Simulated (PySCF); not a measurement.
## J couplings in C₃H₈BrGeN

Geometry (Å), atoms numbered from 1 in this order:
```xyz
14

C     1.8167    1.1527    0.1621
C     1.3925   -0.1149    0.1693
C     0.4635   -0.7135   -0.8308
Ge   -1.3588   -0.7527   -0.1207
N    -1.7398    0.9119    0.4897
Br   -1.3549   -2.3755    1.5669
H     2.4787    1.5346    0.9432
H     1.5272    1.8479   -0.6328
H     1.7046   -0.7744    0.9884
H     0.4289   -0.1248   -1.7611
H     0.7385   -1.7499   -1.0790
H    -2.4511   -1.1954   -1.1037
H    -2.6473    1.0309    0.9304
H    -1.0139    1.3073    1.0832
```

Indirect spin–spin couplings were computed at B3LYP/pcJ-1 (pcSseg-1 on Br, pcSseg-1 on Ge) (spin–dipole term only in couplings to heteroatoms) (PySCF 2.14.0 with density-fitted response routines) on a PBE0-D3(BJ)/def2-SVP structure, for the isolated molecule, without vibrational or relativistic corrections. Couplings are averaged over pairs made equivalent by symmetry, fast rotation or ring inversion, so a value needn't be that of the named pair in this geometry, while other rotamers aren't included; one pair stands for each set, and the list holds a selection of those of at least 0.8 Hz over up to four bonds.

Isotopes: 13C, 1H, 15N.

```tsv
pair	bonds	J (Hz)
C1, C2	1	75.7
C1, H7	1	170.0
C1, H8	1	164.5
C2, C3	1	44.1
C2, H9	1	?
C3, H10	1	137.2
C3, H11	1	?
N5, H13	1	-74.4
C1, H9	2	0.9
C3, N5	2	-2.6
C3, H12	2	?
N5, H12	2	-12.5
H13, H14	2	-6.4
C1, H10	3	?
C2, H12	3	?
C3, H7	3	13.5
C3, H8	3	?
C3, H13	3	?
N5, H11	3	-2.6
H9, H10	3	13.3
H10, H12	3	-1.3
H11, H12	3	-2.6
H12, H13	3	4.3
C1, H12	4	?
H8, H11	4	-1.9
H9, H12	4	-1.5
```

Estimate the withheld couplings, with signs.

Answers


- 1J(C2,H9) = 163.7 Hz (bond length 1.097 Å, sp2 carbon)
- 1J(C3,H11) = 143.7 Hz (bond length 1.101 Å, sp3 carbon)
- 2J(C3,H12) = 14.2 Hz (angle at Ge4 116°)
- 3J(C1,H10) = 7.2 Hz (dihedral angle 20°)
- 3J(C2,H12) = 3.0 Hz (dihedral angle 173°)
- 3J(C3,H8) = 8.3 Hz (dihedral angle 2°)
- 3J(C3,H13) = 2.3 Hz (mean over equivalent pairs that range from 0.0 to 4.7 Hz in this conformer)
- 4J(C1,H12) = 1.2 Hz

Relativistic effects of the heavier atoms present are left out.
